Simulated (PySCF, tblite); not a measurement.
Compound: C₄H₈N₂SSi.
Numbering: `[CH3:1][S:2][c:3]1[cH:4][n:5][cH:6][n:7]1[SiH3:8]` (hydrogens: H9, H10, H11 on C1; H12 on C4; H13 on C6; H14, H15, H16 on Si8)

Jobs on this species (16 atoms, 76 electrons) with PySCF (density fitting) and tblite. Hardware of each: Arm Neoverse N1, one thread, no GPU (shared host). The host was shared with other jobs, so the times are rough.

| level and settings | work | basis functions | SCF cycles | wall time |
| --- | --- | --- | --- | --- |
| PBE0/pcSseg-1 | shieldings, ring-centre shieldings, charges and field gradients | 190 | ? | ? |
| PBE0-D3(BJ)/def2-SVP, grid level 1 | geometry optimisation from a GFN2-xTB start shaken at random | 160 | ? | ? |
| GFN2-xTB | L-BFGS relaxation | – | – | 0.6 s |
| KT3/pcSseg-1 | shieldings, ring-centre shieldings | 190 | 16 | 63 s |
| GFN2-xTB | Hessian by finite differences | – | – | 1.1 s |
| delta-SCF UKS SCAN, pcX-2 on the ionised atom, pcseg-1 elsewhere, spin-free X2C | ΔSCF core ionisation, 10 holes | 202 | 180 | 3.5 min |
| CAM-B3LYP/def2-SVPD | 10 singlets by full TDDFT, 4 Tamm–Dancoff triplets, polarisability, ΔSCF ions | 235 | 13 | 3.5 min |

**Question.** Fill in the missing figures.

**Answer.** 
- PBE0/pcSseg-1; shieldings, ring-centre shieldings, charges and field gradients: 54 s, 14 SCF cycles
- PBE0-D3(BJ)/def2-SVP, grid level 1; geometry optimisation from a GFN2-xTB start shaken at random: 2.4 min, 46 SCF cycles

**Question.** What do all jobs in the table cost together?

**Answer.** About 11 min; the longest takes about 31 % of that, and about 350 times as long as the shortest.
